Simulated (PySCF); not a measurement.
Harmonic spectrum computed at PBE0 in the def2-TZVP basis family (core potentials from Rb on, PySCF, no spin–orbit coupling):

| ω (cm⁻¹) | IR (km/mol) |
| --- | --- |
| 259 | 2.5 |
| 986 | 270 |
| 1044 | 38.2 |

Q: Which molecule gave it? In each, all ligands are bound to the one heavy central atom.
A. ReO₂ (quartet)
B. OsO₂ (triplet)
C. TcO₂ (quartet)
D. TaO₂ (doublet)

A: A. It has C2v symmetry with Re–O 1.704 Å (×2).
